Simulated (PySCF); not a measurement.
This script is equivalent to a calculation on Bi³⁺ (bismuth, charge +3).

```python
from pyscf import gto, scf, dft, mp, cc
import basis_set_exchange as bse
txt = bse.get_basis("def2-TZVP", elements=["Bi"], fmt="nwchem", header=False)
cut = txt.index("\nECP")
mol = gto.M(atom="Bi 0 0 0", charge=3, spin=0, symmetry="D2h",
            basis=gto.basis.parse(txt[:cut]),
            ecp={"Bi": gto.basis.parse_ecp(txt[cut:])})
mf = scf.UHF(mol)
mf.irrep_nelec = {'Ag': (4, 4), 'B1g': (1, 1), 'B2g': (1, 1), 'B3g': (1, 1), 'B1u': (1, 1), 'B2u': (1, 1), 'B3u': (1, 1)}
mf.kernel()
```

Task: What total energy does it give?

Result: -211.88249 hartree (calculated).

Task: Which occupied shell lies highest, and where?

Result: 6s, at -42.868 eV.

Energies and moments cover only the electrons outside the core potential. Spin-orbit coupling, which splits the p, d and f shells strongly at this Z, is absent.
